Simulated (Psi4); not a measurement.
CaF$_{2}$, triplet, at the geometry of the source list (a higher spin typed on purpose: for a closed-shell molecule this is an excited state), atoms displaced at random by about 0.08 Å a coordinate; TPSS/STO-3G, gradient in Psi4.

Input for Psi4:
```
memory 2 GB

molecule {
0 3
Ca    0.65786355   -0.01817144   -0.17058667
F    -0.56040692    1.21962946   -0.93253796
F     0.07090454   -1.12545199    0.95395190
symmetry c1
no_reorient
no_com
}

set {
  basis sto-3g
  reference uks
}

gradient('tpss')
print_variables()
```

The log (banner, timings and long lists left out):

```
gradient() will perform analytic gradient computation.

   => Loading Basis Set <=

    Name: STO-3G
    Role: ORBITAL
    Keyword: BASIS

         ---------------------------------------------------------
                                   SCF
               by Justin Turney, Rob Parrish, Andy Simmonett
                          and Daniel G. A. Smith
                              UKS Reference
         ---------------------------------------------------------

  ==> Geometry <==

    Molecular point group: c1
    Full point group: C1

    Geometry (in Angstrom), charge = 0, multiplicity = 3:

       Center              X                  Y                   Z               Mass
    ------------   -----------------  -----------------  -----------------  -----------------
         CA           0.657863550000    -0.018171440000    -0.170586670000    39.962590863000
         F           -0.560406920000     1.219629460000    -0.932537960000    18.998403162730
         F            0.070904540000    -1.125451990000     0.953951900000    18.998403162730

  Running in c1 symmetry.

  Rotational constants: A =      0.82375  B =      0.18687  C =      0.15233 [cm^-1]
  Rotational constants: A =  24695.43576  B =   5602.30647  C =   4566.84242 [MHz]
  Nuclear repulsion =  120.731839531872964

  Charge       = 0
  Multiplicity = 3
  Electrons    = 38
  Nalpha       = 20
  Nbeta        = 18

  ==> Algorithm <==

  SCF Algorithm Type is DF.
  DIIS enabled.
  MOM disabled.
  Fractional occupation disabled.
  Guess Type is SAD.
  Energy threshold   = 1.00e-08
  Density threshold  = 1.00e-08
  Integral threshold = 1.00e-12

  ==> Primary Basis <==

  Basis Set: STO-3G
    Blend: STO-3G
    Number of shells: 13
    Number of basis functions: 23
    Number of Cartesian functions: 23
    Spherical Harmonics?: true
    Max angular momentum: 1

  ==> DFT Potential <==

   => LibXC <=

    Version 7.1.2
    S. Lehtola, C. Steigemann, M. J. T. Oliveira, and M. A. L. Marques,  SoftwareX 7, 1–5 (2018) (10.1016/j.softx.2017.11.002)

   => Composite Functional: TPSS <=

    TPSS Meta-GGA XC Functional

    J. Tao, et al., Phys. Rev. Lett., 91, 146401, 2003

    Deriv               =              1
    GGA                 =           TRUE
    Meta                =           TRUE

    Exchange Hybrid     =          FALSE
    MP2 Hybrid          =          FALSE

   => Exchange Functionals <=

    1.0000   XC_MGGA_X_TPSS

   => Correlation Functionals <=

    1.0000   XC_MGGA_C_TPSS

   => LibXC Density Thresholds  <==

    XC_MGGA_C_TPSS:  1.00E-15
    XC_MGGA_X_TPSS:  1.00E-15

   => Molecular Quadrature <=

    Radial Scheme          =       TREUTLER
    Pruning Scheme         =           NONE
    Nuclear Scheme         =       TREUTLER

    Blocking Scheme        =         OCTREE
    BS radius alpha        =              1
    Pruning alpha          =              1
    Radial Points          =             75
    Spherical Points       =            302
    Total Points           =          63658
    Total Blocks           =            544
    Max Points             =            256
    Max Functions          =             22
    Weights Tolerance      =       1.00E-15

   => Loading Basis Set <=

    Name: (STO-3G AUX)
    Role: JKFIT
    Keyword: DF_BASIS_SCF

  ==> Integral Setup <==

  SCF_SUBTYPE=INCORE selected. In-core MEM_DF algorithm will be used.
  Using in-core AOs.

  ==> MemDFJK: Density-Fitted J/K Matrices <==

    J tasked:                   Yes
    K tasked:                    No
    wK tasked:                   No
    Algorithm:                 Core
    Schwarz Cutoff:           1E-12
    Mask sparsity (%):       4.1588
    Fitting Condition:        1E-10

   => Auxiliary Basis Set <=

  Basis Set: (STO-3G AUX)
    Blend: DEF2-UNIVERSAL-JKFIT
    Number of shells: 94
    Number of basis functions: 314
    Number of Cartesian functions: 389
    Spherical Harmonics?: true
    Max angular momentum: 4

  Minimum eigenvalue in the overlap matrix is 4.0176102596E-01.
  Reciprocal condition number of the overlap matrix is 2.2602686362E-01.
    Using symmetric orthogonalization.

  ==> Pre-Iterations <==

  SCF Guess: Superposition of Atomic Densities via on-the-fly atomic UHF (no occupation information).

   -------------------------
    Irrep   Nso     Nmo
   -------------------------
     A         23      23
   -------------------------
    Total      23      23
   -------------------------

  ==> Iterations <==

                           Total Energy        Delta E     RMS |[F,P]|

   @DF-UKS iter SAD:  -866.99414262754362   -8.66994e+02   0.00000e+00
   @DF-UKS iter   1:  -867.25529704646124   -2.61154e-01   5.22441e-03 DIIS/ADIIS
   @DF-UKS iter   2:  -866.86028628316035    3.95011e-01   2.82678e-02 DIIS/ADIIS
   @DF-UKS iter   3:  -867.22581619666198   -3.65530e-01   9.34042e-03 DIIS/ADIIS
   @DF-UKS iter   4:  -867.25940741689624   -3.35912e-02   5.10544e-03 DIIS/ADIIS
   @DF-UKS iter   5:  -867.26292175967785   -3.51434e-03   4.32446e-03 DIIS/ADIIS
   @DF-UKS iter   6:  -867.27156739535246   -8.64564e-03   1.24481e-03 DIIS/ADIIS
   @DF-UKS iter   7:  -867.27233023478368   -7.62839e-04   9.83360e-05 DIIS
   @DF-UKS iter   8:  -867.27233618237562   -5.94759e-06   1.01730e-04 DIIS/ADIIS
   @DF-UKS iter   9:  -867.27234102623345   -4.84386e-06   5.73632e-05 DIIS
   @DF-UKS iter  10:  -867.27234258359340   -1.55736e-06   5.48339e-06 DIIS
   @DF-UKS iter  11:  -867.27234259839838   -1.48050e-08   4.81793e-08 DIIS
   @DF-UKS iter  12:  -867.27234259839827    1.13687e-13   6.63406e-08 DIIS
   @DF-UKS iter  13:  -867.27234259840020   -1.93268e-12   1.11041e-09 DIIS
  Energy and wave function converged.

  ==> Post-Iterations <==

   Electrons on quadrature grid:
      Nalpha   =   20.0000083065 ; deviation = 8.306e-06
      Nbeta    =   18.0000214971 ; deviation = 2.150e-05
      Ntotal   =   38.0000298035 ; deviation = 2.980e-05

   @Spin Contamination Metric:   1.149545169E-03
   @S^2 Expected:                2.000000000E+00
   @S^2 Observed:                2.001149545E+00
   @S   Expected:                1.000000000E+00
   @S   Observed:                1.000000000E+00

    Orbital Energies [Eh]
    ---------------------

    Alpha Occupied:

[...]
    Alpha Virtual:

[...]
    Beta Occupied:

[...]
    Beta Virtual:

[...]
    Final Occupation by Irrep:
              A
    DOCC [    18 ]
    SOCC [     2 ]
    NA   [    20 ]
    NB   [    18 ]

  @DF-UKS Final Energy:  -867.27234259840020

   => Energetics <=

    Nuclear Repulsion Energy =            120.7318395318729642
    One-Electron Energy =               -1439.1840982820667705
    Two-Electron Energy =                 508.6779843734243514
    DFT Exchange-Correlation Energy =     -57.4980682216307244
    Empirical Dispersion Energy =           0.0000000000000000
    VV10 Nonlocal Energy =                  0.0000000000000000
    Total Energy =                       -867.2723425984002006

  UHF NO Occupations:
  HONO-2 :   18  A 1.9996967
  HONO-1 :   19  A 1.0000000
  HONO-0 :   20  A 1.0000000
  LUNO+0 :   21  A 0.0003033
  LUNO+1 :   22  A 0.0002415
  LUNO+2 :   23  A 0.0000300

Computation Completed

Properties will be evaluated at   0.000000,   0.000000,   0.000000 [a0]

Properties computed using the SCF density matrix

 Multipole Moments:

 ------------------------------------------------------------------------------------
     Multipole            Electronic (a.u.)      Nuclear  (a.u.)        Total (a.u.)
 ------------------------------------------------------------------------------------

 L = 1.  Multiply by 2.5417464519 to convert [e a0] to [Debye]
 Dipole X            :        -16.9793653           16.5384098           -0.4409555
 Dipole Y            :         -0.9861092            0.9149457           -0.0711635
 Dipole Z            :          6.2618330           -6.0830434            0.1787896
 Magnitude           :                                                    0.4811151

 ------------------------------------------------------------------------------------

         ------------------------------------------------------------
                                   SCF GRAD
                          Rob Parrish, Justin Turney,
                       Andy Simmonett, and Alex Sokolov
         ------------------------------------------------------------

  ==> Geometry <==

    Molecular point group: c1
    Full point group: C1

    Geometry (in Angstrom), charge = 0, multiplicity = 3:

       Center              X                  Y                   Z               Mass
    ------------   -----------------  -----------------  -----------------  -----------------
         CA           0.657863550000    -0.018171440000    -0.170586670000    39.962590863000
         F           -0.560406920000     1.219629460000    -0.932537960000    18.998403162730
         F            0.070904540000    -1.125451990000     0.953951900000    18.998403162730

  Nuclear repulsion =  120.731839531872964

  ==> Basis Set <==

  Basis Set: STO-3G
    Blend: STO-3G
    Number of shells: 13
    Number of basis functions: 23
    Number of Cartesian functions: 23
    Spherical Harmonics?: true
    Max angular momentum: 1

  ==> DFJKGrad: Density-Fitted SCF Gradients <==

    Gradient:                    1
    J tasked:                  Yes
    K tasked:                   No
    wK tasked:                  No
    Integrals threads:           1
    Schwarz Cutoff:          1E-12
    Fitting Condition:       1E-10

   => Auxiliary Basis Set <=

  Basis Set: (STO-3G AUX)
    Blend: DEF2-UNIVERSAL-JKFIT
    Number of shells: 94
    Number of basis functions: 314
    Number of Cartesian functions: 389
    Spherical Harmonics?: true
    Max angular momentum: 4

  ==> DFT Potential <==

   => LibXC <=

    Version 7.1.2
    S. Lehtola, C. Steigemann, M. J. T. Oliveira, and M. A. L. Marques,  SoftwareX 7, 1–5 (2018) (10.1016/j.softx.2017.11.002)

   => Composite Functional: TPSS <=

    TPSS Meta-GGA XC Functional

    J. Tao, et al., Phys. Rev. Lett., 91, 146401, 2003

    Deriv               =              1
    GGA                 =           TRUE
    Meta                =           TRUE

    Exchange Hybrid     =          FALSE
    MP2 Hybrid          =          FALSE

   => Exchange Functionals <=

    1.0000   XC_MGGA_X_TPSS

   => Correlation Functionals <=

    1.0000   XC_MGGA_C_TPSS

   => LibXC Density Thresholds  <==

    XC_MGGA_C_TPSS:  1.00E-15
    XC_MGGA_X_TPSS:  1.00E-15

   => Molecular Quadrature <=

    Radial Scheme          =       TREUTLER
    Pruning Scheme         =           NONE
    Nuclear Scheme         =       TREUTLER

    Blocking Scheme        =         OCTREE
    BS radius alpha        =              1
    Pruning alpha          =              1
    Radial Points          =             75
    Spherical Points       =            302
    Total Points           =          63658
    Total Blocks           =            544
    Max Points             =            256
    Max Functions          =             22
    Weights Tolerance      =       1.00E-15

  -Total Gradient:
     Atom            X                  Y                   Z
    ------   -----------------  -----------------  -----------------
       1       -0.164095704608    -0.109495825373     0.139217149319
       2        0.068430964211    -0.065803207364     0.039537975923
       3        0.096325897976     0.175185228175    -0.178830132645

  Variable Map:
  ----------------------------------------------------------------------------
[...]
  Array Variable Map:
  ----------------------------------------------------------------------------
[...]
[...]
```
